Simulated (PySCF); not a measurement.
Cartesian coordinates in Å; atom numbers follow the order of the lines, from 1:
```xyz
5

Si   -0.0002   -0.0006    0.0628
F     0.0164   -0.0162    1.6650
Cl    1.9157    0.0097   -0.5953
Cl   -0.9709    1.6711   -0.5476
Cl   -0.9610   -1.6640   -0.5849
```

Geometry: PBE0-D3(BJ)/def2-SVP; GIAO shifts from PySCF 2.14.0 with density-fitted response routines, gas phase, non-relativistic, averaged over equivalent atoms.

At KT2/pcSseg-1 (113 basis functions, 6.4 s wall time on 1 thread of an Arm Neoverse V2, shared host):
```json
{"atoms": "Si1", "δ (ppm)": "-7.1"}
{"atoms": "F2", "δ (ppm)": "-94.4"}
{"atoms": "Cl3/Cl4/Cl5", "δ (ppm)": "168.4"}
```

References, each an isolated molecule treated in the same way: TMS for 29Si (361.05 ppm); 19F (138.57 ppm) against CFCl3; HCl for 35Cl (942.74 ppm).

What do these become at PBE0/pcSseg-1?

Answers


```
      atoms  δ at PBE0/pcSseg-1  change
        Si1                -6.2    +0.9
         F2               -81.7   +12.7
Cl3/Cl4/Cl5               143.1   -25.3
```

δ = σ(ref) − σ, references computed at the same level: 29Si (351.99 ppm) vs TMS; 19F (177.25 ppm) against CFCl3; 35Cl (943.27 ppm) against HCl.

The largest change is at Cl3/Cl4/Cl5 (chlorine bonded to Si). Cost: 113 basis functions, 5.3 s wall time on 1 thread of an Arm Neoverse V2, shared host.

Unscaled 19F shifts against computed CFCl3 carry errors that often reach 10 to 50 ppm.
